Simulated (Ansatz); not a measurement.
disiloxane (H$_{6}$OSi$_{2}$), singlet, at a GFN2-xTB geometry; CCSD(T)/6-311G** in Ansatz (a quantum-chemistry and plane-wave program).

Here is a job for Ansatz.
Ansatz 0.2 input:
```yaml
crystal:
  periodic: [false, false, false]
  atoms:
    - {symbol: Si, position_ang: [1.58554558, -0.29465325, 0.09305373]}
    - {symbol: O, position_ang: [-0.00374610, -0.02898376, -0.03187953]}
    - {symbol: Si, position_ang: [-1.58414102, 0.30551525, -0.08108531]}
    - {symbol: H, position_ang: [1.99636140, -0.92391127, -1.16028168]}
    - {symbol: H, position_ang: [2.22242187, 1.00620543, 0.29041493]}
    - {symbol: H, position_ang: [1.77723671, -1.17669751, 1.24269936]}
    - {symbol: H, position_ang: [-2.21375802, -0.47470673, 0.98249776]}
    - {symbol: H, position_ang: [-2.04757203, -0.09473461, -1.40797725]}
    - {symbol: H, position_ang: [-1.72438507, 1.74364671, 0.14012516]}
basis:
  gaussian:
    orbitals: 6-311G__.json
    fitting: {mean_field: cc-pVTZ-JKFIT, correlation: cc-pVTZ-RIFIT}
magnetization: {spin_polarized: false}
correlation: {method: ccsd_t}
```
The basis file holds 6-311G** in the JSON format of the Basis Set Exchange.

The log (banner, timings and long lists left out):

```
Functional definition: HF
501 factors; integrals over basis functions are off by at most 1.7e-1 eV
505 factors; integrals over basis functions are off by at most 2.7e0 eV
mean field evaluation 1: about -17856.8331 eV, gradient 3.6e1 eV
mean field evaluation 2: about -17858.7358 eV, gradient 2.4e1 eV
mean field evaluation 4: about -17859.6656 eV, gradient 2.9e-1 eV
mean field evaluation 8: about -17856.8307 eV, gradient 3.6e1 eV
mean field -17859.66604785 eV, -656.3306215419 hartree, gradient 1.6e-6 eV, S^2 0.000000; 0 other end points of the search recorded, 0 dependent functions left out
11 core orbitals not correlated
reference -17859.66604785 eV, -656.3306215419 hartree; 10, 10 occupied and 87, 87 virtual orbitals, 505 factors
second order -10.96788578 eV of doubles, -0.00000000 eV of singles
cycle   1  -11.68914675 eV  change   -7.2e-1 eV  update   8.2e-2
cycle   2  -12.09239610 eV  change   -4.0e-1 eV  update   2.4e-2
cycle   3  -12.15982813 eV  change   -6.7e-2 eV  update   1.1e-2
cycle   4  -12.15331179 eV  change    6.5e-3 eV  update   2.1e-3
cycle   5  -12.15386668 eV  change   -5.5e-4 eV  update   7.2e-4
cycle   6  -12.15371392 eV  change    1.5e-4 eV  update   1.6e-4
cycle   7  -12.15363568 eV  change    7.8e-5 eV  update   4.0e-5
cycle   8  -12.15363952 eV  change   -3.8e-6 eV  update   1.3e-5
perturbative correction -0.27800895 eV, -0.0102166404 hartree
Total energy: -17872.09769631 eV, -656.7874761966 hartree
```
